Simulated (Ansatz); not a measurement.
`B[TeH]` + `NC=O` → `O=CB[TeH]` + NH₃ at 700 K and 1 bar (formal exchange of groups at a B–H bond).

Isolated molecules relaxed with PBE0-D4/def2-TZVP in Ansatz; ΔE leaves out vibrations. CCSD(T)/CBS is the MP2 limit (def2-TZVPP, def2-QZVPP) plus CCSD(T) − MP2 in def2-TZVPP, frozen cores. This one scheme is used for every species. def2 core potentials past Kr. For Te outer-core shells are correlated without core-valence functions, which leaves a few kJ/mol of doubt a bond. One conformer a species, not always the lowest.

| species | CCSD(T)/CBS energy (Eh) | H − E (kJ/mol) | S (J/(mol·K)) |
| --- | --- | --- | --- |
| `B[TeH]` | -294.31292 | 110.7 | 324.5 |
| `NC=O` | -169.73435 | 160.3 | 314.7 |
| `O=CB[TeH]` | -407.52349 | 156.6 | 416.6 |
| NH₃ | -56.50880 | 116.9 | 226.5 |

H − E and S are ideal-gas, rigid-rotor, harmonic terms from PBE0-D4/def2-TZVP, for one conformer and one mirror image of each species. 1 Eh = 2625.50 kJ/mol, R = 8.31446 J/(mol·K).

By hand: ΔE, ΔH, ΔS and ΔG.

ΔE = (-407.52349) + (-56.50880) − (-294.31292) − (-169.73435) = 0.01498 Eh = 39.3 kJ/mol. Δ(H − E) = 156.6 + 116.9 − 110.7 − 160.3 = 2.5, so ΔH = 41.8 kJ/mol. ΔS = 416.6 + 226.5 − 324.5 − 314.7 = 3.9 J/(mol·K). ΔG = 41.8 − 700 × (3.9)/1000 = 39.1 kJ/mol.

By hand: the equilibrium constant, and the temperature at which ΔG would vanish if ΔH and ΔS stayed fixed.

log₁₀ K = −ΔG/(RT ln 10) = -2.9. ΔG = 0 at ΔH/ΔS = 10718 K, far beyond where these terms or the molecules hold.

The number of gas molecules stays the same, so ΔS is small and ΔH decides. A doubt of 5 kJ/mol in ΔE shifts log₁₀ K by 0.4 here. Other conformers and mirror images would add mixing entropy, several J/(mol·K) or more a flexible species. Modes under 60 cm⁻¹, often nearly free rotors, make the harmonic entropy too high. These are equilibria of isolated gas molecules and say nothing of rates. Largest T1 diagnostic: 0.017 (customary marks: 0.02 for closed shells, 0.045 for open ones).
